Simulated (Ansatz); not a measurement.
Basis-set extrapolation for `[CH3][Al-]1([Cl])[O]C=CC=[O+]1` (PBE0-D4/def2-TZVP geometry, frozen core, the Gaussian-basis code of Ansatz). Multiplicity 1, RHF reference.

|  | def2-TZVPP | def2-QZVPP |
| --- | --- | --- |
| HF | -1006.434615 | -1006.468492 |
| MP2 correlation | -1.361576 | -1.466397 |
| CCSD(T) correlation | -1.471019 | not run |

Energies in hartree. Use E(X) = E(∞) + A·exp(−7.88·√X) for Hartree–Fock and E(X) = E(∞) + B·X^(−2.97) for correlation, with X = 3 and 4, and add CCSD(T) minus MP2 of the smaller set to the MP2 limit.

Question: What is the CCSD(T) energy at the basis-set limit?

Answer: HF limit: -1006.468492 + (-0.033877) × 0.13774 = -1006.47316. MP2 limit: -1.466397 + (-0.104821) × 0.74074 = -1.54404. Higher-order term: -1.471019 − (-1.361576) = -0.10944. Total: -1008.12664 hartree, 580.3 kJ/mol below CCSD(T)/def2-TZVPP.
